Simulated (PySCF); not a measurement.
A calculated (PBE0, PySCF 2.14, aug-cc-pVDZ, the non-relativistic Hamiltonian (point nucleus)) atom or ion has these occupied shells.

```csv
shell,electrons,orbital energy (eV),"rms radius, mean of both spins (bohr)"
1s α,1,-4414.2,0.0852
1s β,1,-4414.1,0.0852
2s α,1,-489.60,0.375
2s β,1,-489.30,0.375
2p α,3,-405.00,0.342
2p β,3,-404.75,0.342
3s α,1,-66.108,1.16
3s β,1,-65.015,1.16
3p α,3,-43.737,1.27
3p β,3,-42.572,1.27
3d α,1,-12.445,1.88
4s α,1,-10.755,3.59
```

Name the element and its charge.

Sc⁺ (scandium, charge +1), in [Ar] 3d1 4s1, high-spin 3D determinant.
